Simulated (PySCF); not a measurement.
C2H4O3, SMILES O(C)C(=O)O.

Geometry: PBE-D3(BJ)/def2-SVP. One conformer was computed; it need not be the lowest.

Computed with PBE-D3(BJ)/def2-SVP (PySCF).

Harmonic, unscaled wavenumbers; measured fundamentals usually lie a few per cent lower.

Question: Estimate the vibrational spectrum. (The exact figures need the calculation; the answer reports its results.)

Answer: 
```csv
mode,ν (cm⁻¹),IR (km/mol),moving atoms (share of kinetic energy)
1,94,0.4,"H 90 %, O 8 %"
2,175,6.1,"O 61 %, H 23 %, C 16 %"
3,287,9.5,"O 45 %, C 33 %, H 22 %"
4,519,37.8,"O 63 %, C 23 %, H 14 %"
5,549,97.3,H 91 %
6,655,1.9,"O 75 %, C 14 %, H 11 %"
7,766,33.1,"C 78 %, O 21 %"
8,899,17.5,"O 59 %, C 21 %, H 20 %"
9,1095,0.5,"O 54 %, C 29 %, H 17 %"
10,1133,0.4,"H 76 %, C 19 %"
11,1169,112.4,"H 51 %, O 29 %, C 20 %"
12,1182,336.9,"H 51 %, O 35 %, C 15 %"
13,1365,135.6,"H 58 %, C 36 %"
14,1403,9.1,H 97 %
15,1419,83.6,"H 85 %, C 10 %"
16,1438,86.3,"H 62 %, C 30 %"
17,1818,339.0,"C 66 %, O 32 %"
18,2975,28.3,H 97 %
19,3063,16.0,"H 90 %, C 10 %"
20,3110,9.1,"H 90 %, C 10 %"
21,3696,92.3,H 94 %
```
